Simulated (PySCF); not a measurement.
From one molecule to another.

First species: CF3C(O)NH2, C2H2F3NO.
Cartesian coordinates in Å at the PBE0-D3(BJ)/def2-SVP level; atoms count from 1:
```xyz
9
C2H2F3NO angstrom
N      1.2053   -0.6461   -0.1666
C      0.4827    0.4500    0.1375
O      0.9176    1.5186    0.4866
C     -1.0446    0.2414    0.0482
F     -1.6091    1.2366   -0.6138
F     -1.5635    0.1942    1.2695
F     -1.3593   -0.9069   -0.5747
H      2.2138   -0.5844   -0.1107
H      0.7707   -1.4969   -0.4940
```

Second species: C5H13NP2.
InChI=1S/C5H13NP2/c1-7-2-4-8(6)5-3-7/h2-6H2,1H3

Levels: CAM-B3LYP/def2-SVPD for HOMO energy, LUMO energy, HOMO–LUMO gap and static isotropic polarisability; TDDFT CAM-B3LYP/def2-SVPD for lowest singlet excitation; TDA CAM-B3LYP/def2-SVPD for lowest triplet excitation (Tamm–Dancoff); ΔSCF CAM-B3LYP/def2-SVPD for vertical ionisation energy. Geometries: PBE0-D3(BJ)/def2-SVP. Each structure is a single optimised conformer of the isolated species, non-relativistic unless stated; the electronic structure was computed with PySCF and density fitting.

The conformers computed, where there is a choice (atom-mapped SMILES and torsion angles):
- `[NH2:1][C:2](=[O:3])[C:4]([F:5])([F:6])[F:7]`: N1–C2–C4–F5 -133°, H–N1–C2–O3 -1°, H–N1–C2–O3 -177°

The conformers of `CP1CCP(N)CC1` aren't listed.

| property | column X | column Y |
| --- | --- | --- |
| HOMO energy | -7.66 eV | -10.03 eV |
| LUMO energy | 1.21 eV | 0.47 eV |
| HOMO–LUMO gap | 8.87 eV | 10.50 eV |
| lowest singlet excitation | 6.13 eV | 5.54 eV |
| lowest triplet excitation (Tamm–Dancoff) | 5.15 eV | 5.03 eV |
| static isotropic polarisability | 115.5 au | 39.5 au |
| vertical ionisation energy | 8.35 eV | 11.06 eV |

(1) Which column belongs to which species?

(2) How does each property change from the first species to the second?

Answers

(1) Column X is the second species and column Y the first. The first has 9 atoms and 56 electrons, the second 21 and 80.

(2) HOMO energy +2.37 eV; LUMO energy +0.74 eV; HOMO–LUMO gap -1.63 eV; lowest singlet excitation +0.59 eV; lowest triplet excitation (Tamm–Dancoff) +0.12 eV; static isotropic polarisability +76.0 au; vertical ionisation energy -2.71 eV.

On the first: The 10 singlets span 5.54 to 9.87 eV, and their oscillator strengths add up to 0.38. The polarisability is 5.85 Å³ as a volume (1 au = 0.148185 Å³), or 0.70 au for each of the 56 electrons.

On the second: S1 lies 2.74 eV below the HOMO–LUMO gap; its leading configuration is HOMO−1→LUMO, weight 0.27, beside HOMO−1→LUMO+1, weight 0.23. The ΔSCF ionisation energy exceeds −ε(HOMO) by 0.69 eV with CAM-B3LYP.
